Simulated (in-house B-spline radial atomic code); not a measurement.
Radial electron density of Sm, [Xe] 4f6 6s2. Level of theory: Dirac-Kohn-Sham AM05, spherical fractional occupations, Fermi nucleus of rms radius 5.0819 fm; calculated with an all-electron radial atomic-structure program (B-spline basis).

Columns: r (bohr), 4πr²n(r) (electrons per bohr), bar.

```
0.000806    2.548 #
 0.00101    3.718 ##
 0.00127    5.419 ##
  0.0016    7.856 ###
 0.00201    11.22 #####
 0.00253    15.85 #######
 0.00318    21.99 #########
   0.004    29.91 ############
 0.00502    39.54 ################
 0.00632    50.78 #####################
 0.00794    62.53 ##########################
 0.00998    73.36 ##############################
  0.0125    81.11 #################################
  0.0158    84.17 ###################################
  0.0198    81.86 ##################################
  0.0249    76.69 ################################
  0.0313    74.06 ###############################
  0.0394    79.57 #################################
  0.0495    93.23 ######################################
  0.0622    106.3 ############################################
  0.0782    106.6 ############################################
  0.0984    92.87 ######################################
   0.124     81.4 ##################################
   0.155    86.49 ####################################
   0.195    95.27 #######################################
   0.246    81.46 ##################################
   0.309    51.74 #####################
   0.388    38.03 ################
   0.488    43.64 ##################
   0.613    42.59 ##################
   0.771    28.59 ############
   0.969    16.42 #######
    1.22    11.33 #####
    1.53    8.274 ###
    1.93    4.701 ##
    2.42    2.126 #
    3.04     1.03 
    3.83   0.6936 
    4.81   0.4571 
    6.05   0.2114 
     7.6  0.06277 
    9.55  0.01121 
      12 0.001112 
    15.1 5.345e-05
```

On this grid the curve has 4 maxima, near 0.0158, 0.0782, 0.195, 0.488 bohr.

The 4f7/2 radial function P(r) = rR(r), positive near the nucleus, with its small component Q(r) (sign convention: Q ≈ (P' + κP/r)/2c):

| r (bohr) | P | Q |
| --- | --- | --- |
| 0.0313 | 0.001424 | -7.329e-05 |
| 0.0495 | 0.006875 | -0.0003376 |
| 0.0782 | 0.02926 | -0.001346 |
| 0.124 | 0.106 | -0.004451 |
| 0.195 | 0.2989 | -0.01115 |
| 0.309 | 0.6392 | -0.0205 |
| 0.488 | 0.9496 | -0.02528 |
| 0.771 | 0.9551 | -0.01985 |
| 1.22 | 0.6783 | -0.01029 |
| 1.93 | 0.3609 | -0.003871 |
| 3.04 | 0.1499 | -0.001107 |
| 4.81 | 0.0506 | -0.0002563 |
| 7.6 | 0.01174 | -4.39e-05 |
| 12 | 0.001444 | -4.185e-06 |
